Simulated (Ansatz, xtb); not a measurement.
Two structures of F2HNOSi2+

We compare X, a doublet given by its coordinates, with Y, a doublet given by its coordinates. Both are isolated ions in the gas phase, relaxed with BLYP-D3(BJ)/def2-SVP.

X (Å):

```xyz
7

F    -2.1713   -1.2382   -0.0473
F    -1.6560    1.3157    0.4241
N    -0.0425   -0.6300    1.7656
O    -2.3272   -0.3177    2.5715
Si   -1.6137   -0.1703    0.9930
Si   -0.8646   -0.7396    3.2581
H     0.9233   -0.7643    1.4381
```

Close contacts (Å): F1–Si5 1.59, F2–Si5 1.59, N3–Si5 1.81, N3–Si6 1.71, O4–Si5 1.74, O4–Si6 1.67, Si5–Si6 2.45, N3–H7 1.03.

Y (Å):

```csv
atom,x (Å),y (Å),z (Å)
F,-1.1632,-3.6162,-0.2018
F,0.4575,0.4182,2.5130
N,0.7409,-1.4584,0.1583
O,-1.5101,-1.1092,1.0191
Si,-0.9143,-2.0352,-0.3762
Si,0.0062,-0.6306,1.4221
H,1.6986,-1.5901,-0.1923
```

Close contacts (Å): F1–Si5 1.61, F2–Si6 1.58, N3–Si5 1.83, N3–Si6 1.68, O4–Si5 1.78, O4–Si6 1.64, Si5–Si6 2.46, N3–H7 1.03.

Quicker runs give these differences E(Y) − E(X): GFN2-xTB +9.3 kcal/mol; HF/STO-3G +13.7 kcal/mol (at GFN2-xTB geometries); r2SCAN-D4/def2-SVP +11.0 kcal/mol (at GFN2-xTB geometries).

Estimate E(Y) − E(X) at the level CCSD(T)/def2-SVP + ΔMP2/def2-TZVPP.

Calculated at CCSD(T)/def2-SVP + ΔMP2/def2-TZVPP: E(Y) − E(X) = +11.0 kcal/mol, so structure X lies lower.

The same difference at several levels:

| level | geometry | E(Y) − E(X) (kcal/mol) | departure from the last row (kcal/mol) | job, with rough time for the two |
| --- | --- | --- | --- | --- |
| GFN2-xTB | GFN2-xTB | +9.3 | −1.7 | optimisation, 0.46 s |
| HF/STO-3G | GFN2-xTB | +13.7 | +2.7 | single point, 1.7 s |
| r2SCAN-D4/def2-SVP | GFN2-xTB | +11.0 | −0.1 | single point, 5.9 s |
| BLYP-D3(BJ)/def2-SVP | BLYP-D3(BJ)/def2-SVP | +9.6 | −1.5 | optimisation, 56 s |
| HF/def2-SVP | BLYP-D3(BJ)/def2-SVP | +13.1 | +2.1 | part of the CCSD(T) run |
| MP2/def2-SVP | BLYP-D3(BJ)/def2-SVP | +10.3 | −0.7 | part of the CCSD(T) run |
| CCSD(T)/def2-SVP | BLYP-D3(BJ)/def2-SVP | +11.2 | +0.2 | single point |
| CCSD(T)/def2-SVP + ΔMP2/def2-TZVPP | BLYP-D3(BJ)/def2-SVP | +11.0 |  | single point, 77 s |

None of the levels shown reverses the order. The largest departure from CCSD(T)/def2-SVP + ΔMP2/def2-TZVPP is that of HF/STO-3G, 2.7 kcal/mol. The last row adds to CCSD(T) the change of the MP2 difference between the two basis sets, here −0.2 kcal/mol.

With harmonic frequencies from BLYP-D3(BJ)/def2-SVP (ideal gas, rigid rotor, one conformer each, 298.15 K, 1 atm): the zero-point term adds −0.1 kcal/mol; ΔH is +11.0 and ΔG +10.5 kcal/mol.

Open shells are spin-unrestricted. The correlated steps freeze 14 core orbitals. Mirror images aren't counted in ΔG. Codes used: Ansatz 0.2.0, xtb 6.7.1; the last row on 2 threads of Intel(R) Xeon(R) Platinum 8259CL CPU @ 2.50GHz (Skylake/Cascade Lake) on a shared host.
